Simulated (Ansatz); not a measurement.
Two isomers of CH6GeS2: A = `CS[S][GeH3]`, B = `SC[S][GeH3]`.

Computed with Ansatz on PBE0-D4/def2-TZVP structures; ΔE is electronic, products minus reactants. CBS: MP2 limit from def2 TZ/QZ plus the TZ coupled-cluster correction, frozen cores. Functionals use def2-TZVPP. B3LYP here is the variant with VWN-RPA as its local correlation; programs differ in this. For Ge outer-core shells are correlated without core-valence functions, which leaves a few kJ/mol of doubt a bond. Scalar relativity is left out up to krypton. One conformer a species, not always the lowest.

Q: Which is lower in electronic energy at CCSD(T)/CBS, and by how much? (An estimate is asked.)

A: Computed: A, by 30.2 kJ/mol.

Q: Give E(B) − E(A) in kJ/mol with r2SCAN-D4, B3LYP, B2PLYP, HF/def2-TZVPP, PBE-D4, ωB97M-V, PBE0-D4. (Best estimate.)

A: The calculation gave: r2SCAN-D4 37.9, B3LYP 38.5, B2PLYP 34.4, HF/def2-TZVPP 31.1, PBE-D4 39.4, ωB97M-V 31.6, PBE0-D4 35.9. None reverses the order clearly.

Largest T1 diagnostic: 0.012.

From PBE to PBE0 (25 % exact exchange), in def2-TZVPP and without D4, E(B) − E(A) moves by −3.6 kJ/mol. In def2-TZVPP, CCSD(T) changes the Hartree–Fock value by −4.8 kJ/mol (the triples alone add +0.6 kJ/mol) and MP2 by −4.3 kJ/mol.
